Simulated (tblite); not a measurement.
Compound: C3H11NOSi4.
Atom-mapped SMILES: `[SiH3:1][SiH:2]([SiH3:3])[SiH2:4][c:5]1[n:6][cH:7][cH:8][o:9]1` (hydrogens: H10, H11, H12 on Si1; H13 on Si2; H14, H15, H16 on Si3; H17, H18 on Si4; H19 on C7; H20 on C8)

Computed geometry: GFN2-xTB, gas phase.

Question: What internal coordinates does the optimisation give?

Answer: 
```
                    bond  length (Å)     order
        Si1–Si2, Si2–Si3       2.331    single
                 Si2–Si4       2.324    single
                  Si4–C5       1.876    single
                   C5–N6       1.303  aromatic
                   N6–C7       1.361  aromatic
                   C7–C8       1.359  aromatic
                   C8–O9       1.349  aromatic
                   C5–O9       1.341  aromatic
Si1–H10 and 5 like bonds       1.465    single
                 Si2–H13       1.490    single
        Si4–H17, Si4–H18       1.470    single
                  C7–H19       1.070    single
                  C8–H20       1.070    single
```

Bonds in one row agree within 0.01 Å and their mean is given. Orders are formal, as drawn. A selection of angles:
```
      angle  degrees
Si1–Si2–Si3    114.0
Si1–Si2–Si4    112.3
 Si2–Si4–C5     98.9
  Si4–C5–N6    121.7
  Si4–C5–O9    125.8
   N6–C5–O9    112.6
   C5–N6–C7    105.8
   N6–C7–C8    108.2
   C7–C8–O9    107.9
   C5–O9–C8    105.5
```

Torsions: Si1–Si2–Si4–C5 61° (synclinal); Si2–Si4–C5–N6 7° (synperiplanar). The mirror-image conformer, all signs reversed, is as good.

The 5-membered ring C5–N6–C7–C8–O9 has internal angles of 105.5° to 112.6°; it is planar, 0.00 Å rms from its mean plane, widest ring torsion 0°. N6 (pyridine-type nitrogen) is bent (angle 105.8°). Si4 (SiH2 silicon) is distorted tetrahedral (angles from 98.9° to 121.2°). O9 (furan-type oxygen) is bent (angle 105.5°). The 2 C–N bonds span 1.303 Å (C5–N6, aromatic) to 1.361 Å (N6–C7, aromatic), a spread of 0.058 Å. Of the pairs four or more bonds apart, Si1···N6 is among the closest relative to their van der Waals radii: 3.63 Å, 99 % of the sum of Bondi's values. Si1 (SiH3 silicon) is distorted tetrahedral (angles from 105.5° to 113.0°).

Point group: C1 (no symmetry element, even within 0.4 Å). GFN2-xTB frequencies show an imaginary mode (42i cm⁻¹), so the point is no minimum at that level.
